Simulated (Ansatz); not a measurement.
Input and output for C₂H₃BO, SMILES `B1C=CO1`.

```yaml
crystal:
  periodic: [false, false, false]
  atoms:
    - {symbol: B, position_ang: [-0.802513, 0.329214, -0.470610]}
    - {symbol: C, position_ang: [0.009087, 0.310041, 0.827356]}
    - {symbol: C, position_ang: [0.560594, -0.672418, 0.090575]}
    - {symbol: O, position_ang: [-0.388578, -0.976995, -0.884954]}
    - {symbol: H, position_ang: [-1.315916, 1.128602, -1.186943]}
    - {symbol: H, position_ang: [0.451401, 0.935355, 1.583789]}
    - {symbol: H, position_ang: [1.547225, -1.121698, -0.004912]}
basis:
  gaussian: {orbitals: cc-pVTZ-DK}
total_charge: -1
magnetization: {spin_polarized: true, initial_magnetization: 1}
hamiltonian: {xc: {name: SPW92}}
```

```sh
$ ansatz run in.yaml --threads 2 --pin off --events-out ev --progress --plain --max-ram 4352MiB
```

It prints (some lines left out):

```
Functional definition: SPW92
890 factors; their error is unknown
mean field evaluation 1: about -4800.0403 eV, gradient 3.7e1 eV
mean field evaluation 2: about -4777.5101 eV, gradient 7.3e1 eV
mean field evaluation 4: about -4806.0585 eV, gradient 8.9e0 eV
mean field evaluation 8: about -4806.3744 eV, gradient 2.3e-1 eV
mean field evaluation 16: about -4806.3533 eV, gradient 5.4e-4 eV
mean field -4806.35328920 eV, -176.6302255147 hartree, gradient 1.6e-5 eV, S^2 0.753049; 0 other end points of the search recorded, 0 dependent functions left out
reference -4806.35332144 eV, -176.6302266995 hartree; 15, 14 occupied and 147, 148 virtual orbitals, 890 factors
Total energy: -4806.35332144 eV, -176.6302266995 hartree
Relativity: scalar
```

It took 0.8 s on 2 threads of an Intel Xeon 6975P-C on a shared host, with 0.18 GiB of host memory at the peak.
